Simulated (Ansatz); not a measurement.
Calculated with Ansatz (gas phase, PBE0-D4/def2-TZVP geometries, no zero-point term in ΔE). CBS: MP2 limit from def2 TZ/QZ plus the TZ coupled-cluster correction, frozen cores. DFT in def2-TZVPP. B3LYP here is the variant with VWN-RPA as its local correlation; programs differ in this. Elements past krypton have def2 core potentials. For In, Se, Sn outer-core shells are correlated without core-valence functions, which leaves a few kJ/mol of doubt a bond. Scalar relativity is left out up to krypton. Each species was taken in one conformer, which may not be the lowest.

Consider the formal exchange of groups at the Se–In bond: `[F][In]([Cl])[SeH]` + `[Cl][SnH2][Cl]` → `[Cl][SnH]([Cl])[SeH]` + `[F][InH][Cl]`.

```
             level  ΔE (kcal/mol)  difference from CCSD(T)/CBS
            B97M-V            5.4                          0.2
        r2SCAN0-D4            5.6                          0.4
            B2PLYP            6.1                          0.9
          PBE-QIDH            6.1                          0.9
            revPBE            5.5                          0.3
             B3LYP            6.0                          0.8
         CAM-B3LYP            6.0                          0.8
RPA@PBE/def2-TZVPP            6.4                          1.2
    MP2/def2-TZVPP            6.0                          0.8
SCS-MP2/def2-QZVPP            5.6                          0.4
       CCSD(T)/CBS            5.2                            0
```

(1) What do rigid-rotor, harmonic-oscillator terms from PBE0-D4/def2-TZVP frequencies (298.15 K, 1 bar) make of the CCSD(T)/CBS value? (Estimate.)

Largest T1 diagnostic among the species: 0.015.

## Answers

(1) The calculation gave: ΔZPE = -0.7 kcal/mol, ΔH = +4.8 kcal/mol, ΔS = 11 J/(mol·K), ΔG = +4.0 kcal/mol.

From BLYP to BHLYP (50 % exact exchange), in def2-TZVPP and without D4, ΔE moves by +0.8 kcal/mol. Leaving LDA and LC-ωPBE aside and taking each functional with its dispersion term where it has one, the values, not all of them listed here, spread over 1.8 kcal/mol, from revPBE-D4 to PBE-QIDH. At CCSD(T), def2-SVP lies +2.2 kcal/mol from the extrapolated value and def2-TZVPP +1.2 kcal/mol.
